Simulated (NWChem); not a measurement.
Species: CH$_{6}$FNOSi; SMILES NC[Si@@H](O)F

```xyz
11

N     -0.0022    -2.2709     0.0258
C     -0.8117    -1.0936    -0.2848
Si    -0.0313     0.5051     0.2845
O      1.4468     0.5663    -0.4597
F     -0.9183     1.7996    -0.1498
H      0.1123    -2.3776     1.0323
H      0.9350    -2.1610    -0.3584
H     -0.9806    -1.0437    -1.3750
H     -1.8179    -1.2110     0.1528
H      0.1235     0.5926     1.7663
H      2.0730     1.2368    -0.1736
```
Atoms are numbered in this order, from 1.

Level: PBE0/def2-SVP (NWChem), optimised geometry, unscaled harmonic frequencies. 

| frequency (cm⁻¹) | IR intensity (km/mol) |
|---|---|
| 74 | 0.6 |
| 130 | 4.0 |
| 238 | 40.9 |
| 246 | 18.4 |
| 306 | 107.4 |
| 333 | 27.2 |
| 359 | 26.8 |
| 656 | 48.6 |
| 710 | 60.8 |
| 804 | 133.0 |
| 823 | 48.7 |
| 854 | 13.1 |
| 872 | 289.8 |
| 917 | 165.9 |
| 967 | 171.9 |
| 1081 | 20.7 |
| 1108 | 5.3 |
| 1277 | 1.5 |
| 1368 | 0.3 |
| 1417 | 7.9 |
| 1639 | 20.8 |
| 2240 | 155.9 |
| 3058 | 12.8 |
| 3115 | 6.4 |
| 3534 | 1.8 |
| 3620 | 5.7 |
| 3942 | 118.6 |

```json
{
  "zero_point_energy": "51.0 kcal/mol",
  "thermal correction to the enthalpy at 298.15 K (with zero-point energy)": "56.1 kcal/mol",
  "heat capacity Cv": "24.2 cal/(mol K)",
  "entropy at 298.15 K and 1 atm (symmetry number 1)": "82.3 cal/(mol K)",
  "dipole_moment": "2.06 D"
}
```

Rigid rotor and harmonic oscillator; modes under 100 cm⁻¹ make the entropy uncertain.
